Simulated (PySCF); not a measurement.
Ge(Me)(SMe)3, SMILES C[S][Ge]([CH3])([S]C)[S]C (GFN2-xTB optimised geometry):

```
20

C      2.235     0.023    -1.052
S      1.889    -1.424     0.000
Ge    -0.373    -1.424     0.000
C     -1.149    -2.390    -1.591
S     -1.075     0.748     0.000
C     -2.861     0.457     0.189
S     -1.142    -2.471     1.844
C     -0.108    -1.674     3.118
H      1.678     0.882    -0.690
H      1.976    -0.199    -2.082
H      3.301     0.204    -0.965
H     -1.158    -1.737    -2.459
H     -2.162    -2.707    -1.363
H     -0.544    -3.265    -1.805
H     -3.301     1.424     0.408
H     -3.269     0.063    -0.737
H     -3.042    -0.231     1.011
H      0.938    -1.892     2.923
H     -0.412    -2.104     4.066
H     -0.285    -0.602     3.119
```

Calculation: PySCF with B3LYP/def2-SVP.

Problem. What are the frontier orbital energies and the dipole moment?

Solution. HOMO-2 -6.46 eV, HOMO-1 -6.42 eV, HOMO -6.29 eV, LUMO -0.46 eV, LUMO+1 0.22 eV; dipole moment 1.13 D.

On the same geometry PBE/def2-SVP run with PySCF gives HOMO-2 -5.51 eV, HOMO-1 -5.46 eV, HOMO -5.33 eV, LUMO -1.17 eV, LUMO+1 -0.51 eV; dipole moment 1.14 D.

Meta-Löwdin charges at B3LYP/def2-SVP: C1 -0.32, S2 -0.18, Ge3 0.62, C4 -0.48, S5 -0.20, C6 -0.32, S7 -0.18, C8 -0.32, H9 0.12, H10 0.11, H11 0.12, H12 0.11, H13 0.11, H14 0.12, H15 0.12, H16 0.11, H17 0.12, H18 0.12, H19 0.12, H20 0.11.
